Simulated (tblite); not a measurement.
C5H6B3NO3.
Z-matrix (Å and degrees, GFN2-xTB geometry), rows numbered from 1:
```
B 
O   1  1.3600
B   2  1.3601  1  120.20
O   3  1.3577  2  119.93  1     0.07
B   4  1.3690  3  120.45  2    -0.01
C   5  1.5740  4  120.51  3   179.98
C   6  1.3971  5  121.63  4   179.98
C   7  1.3856  6  119.28  5   180.00
N   8  1.3224  7  123.39  6     0.02
C   9  1.3224  8  117.90  7    -0.10
C  10  1.3855  9  123.39  8     0.10
O   1  1.3577  2  119.93  3    -0.08
H   1  1.1697  2  120.20  3  -179.99
H   3  1.1698  2  120.19  1  -179.96
H   7  1.0789  6  119.72  5    -0.05
H   8  1.0827  7  121.17  6  -179.97
H  10  1.0827  9  115.46  8  -179.89
H  11  1.0789  6  119.71  5     0.04
```

Calculated harmonic vibrations of the isolated species, GFN2-xTB (tblite), most abundant isotopes, no scaling. Errors from tens to a few hundred cm⁻¹ against measured bands are possible. Modes of hydrogen on boron can be 10 to 20 % off. One conformer, not necessarily the lowest.

Harmonic wavenumbers (cm⁻¹): 36.9, 62.8, 93.3, 158.5, 225.7, 267.6, 317.7, 329.9, 356.7, 438.6, 530.7, 543.5, 629.3, 630.0, 687.3, 709.9, 774.4, 788.9, 790.0, 800.1, 896.4, 919.6, 926.4, 944.0, 979.3, 988.8, 1016.8, 1028.4, 1097.2, 1104.0, 1117.3, 1118.9, 1204.4, 1236.2, 1254.8, 1260.6, 1273.1, 1281.3, 1368.0, 1455.8, 1541.2, 1581.6, 2645.7, 2647.9, 3052.1, 3052.7, 3094.8, 3095.9.

A = 3024, B = 533.2, C = 453.3 MHz; mass 161.063 u (most abundant isotopes); point group C2v, symmetry number 2.

Problem. Zero-point energy?

Solution. ½Σν̃ = 26178 cm⁻¹ = 313.15 kJ/mol.

Problem. Entropy at 273.15 K, 1 bar (ideal gas, RRHO, classical rotation)?

Solution. Translation 170.41, rotation 120.61, vibration 109.45: S = 400.5 J/(mol K).

Problem. And Cp and H(273.15 K) − H(0)?

Solution. Cp = 154.49 J/(mol K), of which vibrations give 121.24 (their classical limit is 48 R = 399.1); H(273.15 K) − H(0) = 24.87 kJ/mol without the zero-point energy, 15.78 from vibrations.

Problem. How do the functions run with temperature in this model?

Solution. 
| T (K) | S (J/(mol K)) | Cp (J/(mol K)) | H − H(0) (kJ/mol) | G − H(0) (kJ/mol) | ln q(vib) |
| --- | --- | --- | --- | --- | --- |
| 50 | 250.0 | 54.7 | 2.15 | -10.35 | 0.69 |
| 100 | 293.9 | 74.4 | 5.37 | -24.02 | 1.91 |
| 298.15 | 414.6 | 167.2 | 28.89 | -94.71 | 6.85 |
| 373.15 | 456.0 | 203.1 | 42.80 | -127.36 | 8.80 |
| 500 | 522.8 | 252.9 | 71.88 | -189.50 | 12.16 |
| 750 | 638.3 | 315.2 | 143.67 | -335.08 | 18.69 |
| 1000 | 734.3 | 350.8 | 227.29 | -507.02 | 24.79 |

q(vib) and H(0) count from the zero-point level.

Problem. Which modes carry the vibrational entropy at 273.15 K?

Solution. 36.9 cm⁻¹: 21.95; 62.8 cm⁻¹: 17.55; 93.3 cm⁻¹: 14.30; 158.5 cm⁻¹: 10.05; 225.7 cm⁻¹: 7.35; 267.6 cm⁻¹: 6.12 J/(mol K); the other 42 give 32.13 together.

Problem. What must be added to the electronic energy to get the Gibbs energy at 273.15 K and 1 bar?

Solution. ZPE + [H(273.15 K) − H(0)] − T·S = 313.15 + 24.87 − 109.39 = 228.63 kJ/mol.

Problem. Blend soft modes into free rotors: weight 1/[1 + (100 cm⁻¹/ν̃)⁴] for the oscillator and the rest for a rotor with moment μB/(μ + B), μ = h/(8π²ν), B = 10⁻⁴⁴ kg m². What vibrational entropy results?

Solution. 98.53 J/(mol K) in place of 109.45, which changes −T·S at 273.15 K by +2.98 kJ/mol.

Hindered rotation and anharmonicity are outside this model. Other conformers, if any are populated, would add a mixing term that is left out.
